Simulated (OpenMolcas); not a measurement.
Sc III: effect of the basis set

* Program: OpenMolcas 26.06
* Method: CASSCF
* Active space: 1 electron in 6 orbitals (3d 4s)
* State averaging: 2S+1 = 2 even, 6 roots
* Spin-orbit coupling: RASSI with atomic mean-field integrals over the reference wave functions, term energies averaged over their components

A. ANO-R1 [5s4p2d1f], X2C, finite nucleus; cost about 4 core-seconds
B. ANO-L-VTZP [6s5p3d2f1g], non-relativistic, point nucleus; cost about 11 core-seconds
C. ANO-RCC-VTZP [6s5p3d2f1g], DKH2, point nucleus; cost roughly 6 core-seconds
D. ANO-R2 [6s5p4d2f1g], X2C, finite nucleus; cost of the order of 6 core-seconds
E. ANO-R3 [7s5p5d3f2g], X2C, finite nucleus; cost roughly 6 core-seconds
F. ANO-RCC-VQZP [7s6p4d3f2g1h], DKH2, point nucleus; cost of the order of 6 core-seconds

Energies in cm⁻¹ above 3d ²D_3/2, the measured ground level; measured values from Sugar and Corliss, J. Phys. Chem. Ref. Data 9, 473 (1980).

```json
{"Level": "3d ²D_3/2", "A": "0.0", "B": "0.0", "C": "0.0", "D": "0.0", "E": "0.0", "F": "0.0", "Measured": "0.0"}
{"Level": "3d ²D_5/2", "A": "201", "B": "216", "C": "195", "D": "200", "E": "207", "F": "206", "Measured": "198"}
{"Level": "4s ²S_1/2", "A": "25336", "B": "27301", "C": "25590", "D": "25414", "E": "25342", "F": "25600", "Measured": "25539"}
```

Deviations, from unrounded energies. A percentage is the sum of absolute deviations over the sum of measured energies, with the sign that they share, or ± where signs differ.

```csv
Against measurement,Levels,A,B,C,D,E,F
mean absolute deviation (cm-1),2,100,890,27,64,100,35
fine structure of the ground term (%),1,+1.5,+9.0,-1.4,+0.9,+4.6,+4.3
other configurations (%),1,-0.8,+6.9,+0.2,-0.5,-0.8,+0.2
```

C lies closest to measurement on these levels and B furthest from it. The largest miss of C in the table is 4s ²S_1/2, by +51 cm-1. The ranking rests on the paired levels alone, and a cruder setting can come out closer through cancelling errors.

Among A to F the level of the table that moves most is 4s ²S_1/2, by 2000 cm-1 (lowest in A, highest in B).

With one active electron the reference holds no correlation, so core polarisation is missing. Computed and measured levels are paired by configuration, term and J; levels that our copy of the source lacks, or whose pairing is in doubt (as where it misses far off the trend of its configuration), stay unpaired and out of the deviations. Only configurations of the active space appear.
